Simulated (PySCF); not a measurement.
C₂H₄F₂, SMILES FCCF.

Geometry optimised at PBE-D3(BJ)/def2-SVP. The values are those of a single conformer.

These are M06-2X/def2-TZVPD run with PySCF values and carry that method's errors.

Symmetry labels are those of the subgroup C2 that the program uses (full group C2).

Computed valence orbital energies around the gap with their symmetry:
```json
[
 {"orbital": "HOMO−7", "symmetry": "B", "energy (eV)": "-16.71"},
 {"orbital": "HOMO−6", "symmetry": "A", "energy (eV)": "-16.13"},
 {"orbital": "HOMO−5", "symmetry": "A", "energy (eV)": "-15.20"},
 {"orbital": "HOMO−4", "symmetry": "B", "energy (eV)": "-15.17"},
 {"orbital": "HOMO−3", "symmetry": "B", "energy (eV)": "-13.74"},
 {"orbital": "HOMO−2", "symmetry": "B", "energy (eV)": "-11.95"},
 {"orbital": "HOMO−1", "symmetry": "A", "energy (eV)": "-11.70"},
 {"orbital": "HOMO", "symmetry": "A", "energy (eV)": "-11.26"},
 {"orbital": "LUMO", "symmetry": "A", "energy (eV)": "0.37"},
 {"orbital": "LUMO+1", "symmetry": "B", "energy (eV)": "1.05"},
 {"orbital": "LUMO+2", "symmetry": "A", "energy (eV)": "1.43"},
 {"orbital": "LUMO+3", "symmetry": "B", "energy (eV)": "1.45"}
]
```
